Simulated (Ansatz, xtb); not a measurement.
# CH5O2Si−: which of two conformers lies lower

Structure X: `CO[SiH2][O-]`, a singlet. Structure Y: `CO[SiH2][O-]`, a singlet. Both are isolated ions in the gas phase, relaxed with r2SCAN-D4/def2-SVPD.

X (Å):

```tsv
atom	x (Å)	y (Å)	z (Å)
C	-0.0157	2.4359	0.0598
O	0.8422	1.3423	0.1106
O	1.1876	-1.4398	-0.0161
Si	0.1619	-0.2446	-0.0827
H	0.5625	3.3679	0.2021
H	-0.7975	2.4016	0.8506
H	-0.5473	2.5158	-0.9142
H	-0.6161	-0.0567	-1.3913
H	-0.9432	-0.2052	0.9804
```

Y (Å):

```xyz
9

C     1.6281    3.2701   -1.5628
O     1.6229    2.0307   -2.2075
O     1.9686    0.4783    0.1207
Si    1.2126    0.6352   -1.2606
H     2.0021    4.0445   -2.2587
H     2.2734    3.2665   -0.6626
H     0.6100    3.5769   -1.2355
H     1.4309   -0.4253   -2.3283
H    -0.3092    0.7774   -1.1519
```

Energies in hartree; the thermal terms are from r2SCAN-D4/def2-SVPD harmonic frequencies (ideal gas, rigid rotor, one conformer each, 298.15 K, 1 atm) and include the zero-point energy:

|  | X | Y |
| --- | --- | --- |
| E, CCSD(T)/def2-SVPD | −479.999750 | −480.001801 |
| E, MP2/def2-SVPD | −479.946065 | −479.948074 |
| E, MP2/def2-TZVPPD | −480.412521 | −480.414426 |
| zero-point energy | 0.060197 | 0.060498 |
| H(298 K) − E | 0.066958 | 0.067197 |
| G(298 K) − E | 0.030799 | 0.031245 |

**Question.** Correct the CCSD(T) difference for the basis set by the MP2 change, then work out ΔE, ΔE₀, ΔH and ΔG for X → Y in kcal/mol (1 Eh = 627.51 kcal/mol) and the equilibrium ratio [Y]/[X].

**Answer.** 1. Differences Y − X: CCSD(T) −0.002051, MP2 in the small set −0.002009, MP2 in the large set −0.001905 Eh.
2. ΔE = −0.002051 + (−0.001905 − (−0.002009)) = −0.001947 Eh = −1.22 kcal/mol.
3. ΔE₀ = ΔE + ΔZPE = −0.001947 + (+0.000301) Eh = −1.03 kcal/mol.
4. ΔH = ΔE + (+0.000239) Eh = −1.07 kcal/mol.
5. ΔG = ΔE + (+0.000446) Eh = −0.94 kcal/mol, so ΔS = (ΔH − ΔG)/T = −1.8 J/(mol K).
6. kT = 0.9442 mEh, so K = [Y]/[X] = exp(−ΔG/kT) = exp(+1.59) ≈ 4.9.

The two are too close for this level to say which is favoured. An error of 1 kcal/mol in ΔG would change K by a factor of 5.4. Mirror images and further conformers aren't counted.

Other levels gave ΔE = −1.0 (r2SCAN-D4/def2-SVPD); −1.3 (HF/def2-SVPD); −1.3 (MP2/def2-SVPD); −1.3 (CCSD(T)/def2-SVPD) kcal/mol. The correlated steps freeze 8 core orbitals. Programs: Ansatz 0.2.0.
